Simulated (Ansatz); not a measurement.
```yaml
crystal:
  periodic: [false, false, false]
  atoms:
    - {symbol: C, position_ang: [-0.370317, 1.593729, 1.264991]}
    - {symbol: C, position_ang: [0.053191, 0.425194, 0.785007]}
    - {symbol: C, position_ang: [1.474242, -0.026497, 0.939240]}
    - {symbol: Si, position_ang: [-1.125333, -0.687365, -0.162223]}
    - {symbol: Al, position_ang: [-0.450713, -0.902806, -2.518293]}
    - {symbol: H, position_ang: [-1.399353, 1.921945, 1.160569]}
    - {symbol: H, position_ang: [0.302671, 2.268910, 1.790399]}
    - {symbol: H, position_ang: [1.942309, -0.204101, -0.034901]}
    - {symbol: H, position_ang: [2.074550, 0.712118, 1.476401]}
    - {symbol: H, position_ang: [1.526747, -0.973370, 1.486229]}
    - {symbol: H, position_ang: [-1.108341, -2.052058, 0.454497]}
    - {symbol: H, position_ang: [1.078895, -0.723131, -2.923104]}
    - {symbol: H, position_ang: [1.078895, -0.723131, -2.923104]}
    - {symbol: H, position_ang: [-1.500062, -1.226480, -3.668941]}
basis:
  gaussian: {orbitals: def2-TZVPD, final_grid: {core_spheres: 5, valence_spheres: 4, degree: 11}}
hamiltonian: {xc: {name: HF}}
scf: {lower_state_search: off}
output: {forces: true}
```

```sh
$ ansatz run in.yaml --threads 4 --pin off --events-out ev --progress --plain --max-ram 10444MiB
```

**Question.** How does Ansatz answer? (An estimate is asked.)

**Answer.** The calculation gave: The program refused the input.
```
Error: two nuclei lie on one point
```
